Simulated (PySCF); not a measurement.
CH6GeZn (SMILES [CH3][Zn][GeH3]), singlet, geometry from GFN2-xTB (such geometries of metal compounds can be far from the true shape); DF-PBE/STO-3G in PySCF.

The PySCF input:
```python
from pyscf import gto, scf, dft

mol = gto.M(
    atom='''
Zn   -0.141292    0.747925   -0.504900
C    -0.402766    2.341599   -1.725362
H    -1.206913    2.993889   -1.394676
H    -0.646404    2.033755   -2.739666
H     0.491701    2.956312   -1.791069
Ge    0.219381   -1.219543    0.863537
H     1.038689   -2.344277    0.278728
H     0.930847   -1.081066    2.186759
H    -0.972747   -2.020584    1.325919
''',
    basis='sto-3g',
    charge=0,
    spin=0,
    verbose=4,
    max_memory=1800,
)

mf = dft.RKS(mol)
mf.xc = 'pbe'
mf = mf.density_fit(auxbasis='def2-universal-jkfit')
mf.kernel()
```

Output, abridged:

```
PySCF version 2.14.0

[INPUT] verbose = 4
[INPUT] num. atoms = 9
[INPUT] num. electrons = 74
[INPUT] charge = 0
[INPUT] spin (= nelec alpha-beta = 2S) = 0
[INPUT] symmetry False subgroup None
[INPUT] Mole.unit = angstrom
[INPUT] Symbol           X                Y                Z      unit          X                Y                Z       unit  Magmom
[...]
nuclear repulsion = 368.420368946574
number of shells = 25
number of NR pGTOs = 141
number of NR cGTOs = 47
basis = sto-3g
ecp = {}

******** <class 'pyscf.df.df_jk.DFRKS'> ********
method = DFRKS
initial guess = minao
damping factor = 0
level_shift factor = 0
DIIS = <class 'pyscf.scf.diis.CDIIS'>
diis_start_cycle = 1
diis_space = 8
diis_damp = 0
SCF conv_tol = 1e-09
SCF conv_tol_grad = None
SCF max_cycles = 50
direct_scf = False
XC library pyscf.dft.libxc version 7.1.2
    S. Lehtola, C. Steigemann, M. J. T. Oliveira, and M. A. L. Marques,  SoftwareX 7, 1–5 (2018)
XC functionals = pbe
    J. P. Perdew, K. Burke, and M. Ernzerhof,  Phys. Rev. Lett. 77, 3865 (1996)
    J. P. Perdew, K. Burke, and M. Ernzerhof,  Phys. Rev. Lett. 78, 1396 (1997)
    J. P. Perdew, K. Burke, and M. Ernzerhof,  Phys. Rev. Lett. 77, 3865 (1996)
    J. P. Perdew, K. Burke, and M. Ernzerhof,  Phys. Rev. Lett. 78, 1396 (1997)
radial grids:
    Treutler-Ahlrichs [JCP 102, 346 (1995); DOI:10.1063/1.469408] (M4) radial grids

becke partition: Becke, JCP 88, 2547 (1988); DOI:10.1063/1.454033
pruning grids: <function nwchem_prune>
grids dens level: 3
symmetrized grids: False
atomic radii adjust function: <function treutler_atomic_radii_adjust>
small_rho_cutoff = 0
Set gradient conv threshold to 3.16228e-05
Initial guess from minao.
tot grids = 114248
init E= -3847.75345541649
[...]
cycle= 1 E= -3820.76717648896  delta_E=   27  |g|= 4.85  |ddm|= 8.99

WARN: HOMO 0.533046677590049 == LUMO 0.533233011708801

cycle= 2 E= -3760.32283965371  delta_E= 60.4  |g|= 5.95  |ddm|= 15.9
[...]
cycle= 3 E= -3830.52434377671  delta_E= -70.2  |g|= 2.48  |ddm|= 17.1
[...]
cycle= 4 E= -3797.52529494069  delta_E=   33  |g|= 8.75  |ddm|= 17.4
[...]
cycle= 5 E= -3806.1569563849  delta_E= -8.63  |g|= 6.09  |ddm|= 2.01
[...]
cycle= 6 E= -3828.90625071513  delta_E= -22.7  |g|= 2.99  |ddm|= 4.92
[...]
cycle= 7 E= -3851.1492055567  delta_E= -22.2  |g|= 1.18  |ddm|= 12.9
[...]
cycle= 8 E= -3849.75884759188  delta_E= 1.39  |g|=  2.9  |ddm|= 4.94
[...]
cycle= 9 E= -3844.71081395169  delta_E= 5.05  |g|= 4.42  |ddm|= 3.41
[...]
[...]
[...]
cycle= 20 E= -3851.43611560662  delta_E= -0.318  |g|= 1.17  |ddm|= 0.657
[...]
cycle= 21 E= -3851.43053431535  delta_E= 0.00558  |g|= 1.22  |ddm|= 0.136
[...]
cycle= 22 E= -3851.54169481474  delta_E= -0.111  |g|= 1.07  |ddm|= 0.461
[...]
cycle= 23 E= -3851.44620379781  delta_E= 0.0955  |g|= 1.28  |ddm|= 0.608
[...]
cycle= 24 E= -3847.05862114765  delta_E= 4.39  |g|= 3.12  |ddm|= 4.95
[...]
cycle= 25 E= -3851.24771127409  delta_E= -4.19  |g|= 1.31  |ddm|= 5.17
[...]
cycle= 26 E= -3851.25002924397  delta_E= -0.00232  |g|=  1.3  |ddm|= 0.0123
[...]
cycle= 27 E= -3851.12762345988  delta_E= 0.122  |g|= 1.38  |ddm|= 0.238
[...]
cycle= 28 E= -3851.22164422196  delta_E= -0.094  |g|= 1.32  |ddm|= 0.185
[...]
cycle= 29 E= -3851.38876432837  delta_E= -0.167  |g|= 1.12  |ddm|= 0.479
[...]
cycle= 30 E= -3851.43469619516  delta_E= -0.0459  |g|=  1.1  |ddm|= 0.107
[...]
cycle= 31 E= -3851.42351443602  delta_E= 0.0112  |g|= 1.11  |ddm|= 0.0281
[...]
cycle= 32 E= -3850.2200659209  delta_E=  1.2  |g|= 2.75  |ddm|= 1.56
[...]
cycle= 33 E= -3819.86886602466  delta_E= 30.4  |g|= 4.09  |ddm|= 9.73

WARN: HOMO 0.108147329880455 == LUMO 0.108587053573996

cycle= 34 E= -3826.39382751827  delta_E= -6.52  |g|= 6.31  |ddm|= 9.03
[...]
cycle= 35 E= -3844.87072022347  delta_E= -18.5  |g|= 5.31  |ddm|= 5.97
[...]
cycle= 36 E= -3846.36969488026  delta_E= -1.5  |g|= 4.79  |ddm|= 0.638
[...]
cycle= 37 E= -3845.97763136068  delta_E= 0.392  |g|= 5.14  |ddm|= 0.516
[...]
cycle= 38 E= -3850.49068794151  delta_E= -4.51  |g|= 1.95  |ddm|= 2.17
[...]
cycle= 39 E= -3849.71017710266  delta_E= 0.781  |g|= 2.85  |ddm|= 0.746
[...]
cycle= 40 E= -3850.71023758417  delta_E=   -1  |g|= 1.52  |ddm|= 1.39
[...]
cycle= 41 E= -3851.3999760893  delta_E= -0.69  |g|= 1.06  |ddm|= 1.41
[...]
cycle= 42 E= -3819.06059006263  delta_E= 32.3  |g|= 4.19  |ddm|= 9.91
[...]
cycle= 43 E= -3826.94741851391  delta_E= -7.89  |g|= 6.69  |ddm|= 9.13
[...]
cycle= 44 E= -3851.32777855207  delta_E= -24.4  |g|= 1.26  |ddm|= 6.19
[...]
cycle= 45 E= -3851.14262418236  delta_E= 0.185  |g|= 1.75  |ddm|= 0.724
[...]
cycle= 46 E= -3846.67129718454  delta_E= 4.47  |g|= 5.26  |ddm|= 2.22
[...]
cycle= 47 E= -3842.75805996282  delta_E= 3.91  |g|= 5.75  |ddm|= 1.76
[...]
cycle= 48 E= -3847.85580909657  delta_E= -5.1  |g|= 4.64  |ddm|= 2.04
[...]
cycle= 49 E= -3845.20603329552  delta_E= 2.65  |g|= 5.58  |ddm|= 0.951
[...]
cycle= 50 E= -3851.18859821  delta_E= -5.98  |g|= 1.22  |ddm|= 3.17
SCF not converged.
SCF energy = -3851.18859821
```

Convergence was not reached.
